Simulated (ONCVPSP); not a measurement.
Reading a pseudo-wave (Cu)

Columns: radius, all-electron u(r) and pseudo u(r) of the 3d shell (level -9.46 eV) of copper in the configuration [Ne] 3s2 3p6 3d10 4s0.5; LDA (Perdew-Wang 92), scalar-relativistic, ONCV scheme, ONCVPSP 4.0.1.

| r (bohr) | all-electron | pseudo |
| --- | --- | --- |
| 0.070 | 0.0458 | 0.0120 |
| 0.140 | 0.2072 | 0.0878 |
| 0.210 | 0.4174 | 0.2533 |
| 0.280 | 0.6148 | 0.4841 |
| 0.350 | 0.7707 | 0.7201 |
| 0.420 | 0.8780 | 0.9027 |
| 0.490 | 0.9413 | 1.0031 |
| 0.560 | 0.9694 | 1.0277 |
| 0.630 | 0.9713 | 1.0046 |
| 0.700 | 0.9552 | 0.9657 |
| 0.770 | 0.9272 | 0.9282 |
| 0.840 | 0.8920 | 0.8919 |
| 0.910 | 0.8528 | 0.8527 |
| 0.980 | 0.8119 | 0.8118 |
| 1.050 | 0.7706 | 0.7705 |
| 1.120 | 0.7299 | 0.7298 |
| 1.190 | 0.6905 | 0.6904 |
| 1.260 | 0.6526 | 0.6525 |
| 1.330 | 0.6165 | 0.6164 |
| 1.400 | 0.5822 | 0.5821 |
| 1.470 | 0.5497 | 0.5496 |
| 1.540 | 0.5191 | 0.5190 |
| 1.610 | 0.4902 | 0.4901 |
| 1.680 | 0.4630 | 0.4629 |
| 1.750 | 0.4374 | 0.4373 |
| 1.820 | 0.4133 | 0.4132 |

How many radial nodes do the two functions have?

The all-electron 3d function has n − l − 1 = 0; the pseudo-wave has 0.

At about which radius was the pseudo-wave matched?

0.85 bohr, where the columns begin to agree (steps of 0.07 bohr).

Where does each function peak?

Outermost all-electron maximum near 0.63 bohr, pseudo maximum near 0.56 bohr (to the table’s step).

Is the pseudo-wave norm-conserving?

Yes: the ONCV scheme keeps the norm inside the radius equal to the all-electron one, which fixes the energy derivative of the logarithmic derivative at the level.
